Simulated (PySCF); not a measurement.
# How methods differ on the ionisation energy of B(2+)

B(2+) [He] 2s1 (2S) → B(3+) 1s2 (1S), as a difference of total energies. Calculation: PySCF 2.14, in aug-cc-pVDZ-DK (4s3p2d, 23 functions); scalar relativity by spin-free X2C-1e. The calculations carry no spin-orbit coupling.

| method | ionisation energy (eV) |
| --- | --- |
| UHF | 37.733 |
| B3LYP | 38.343 |
| MN15 | 37.622 |

For comparison: 37.931 eV (measured; NIST Atomic Spectra Database, ionization energies).
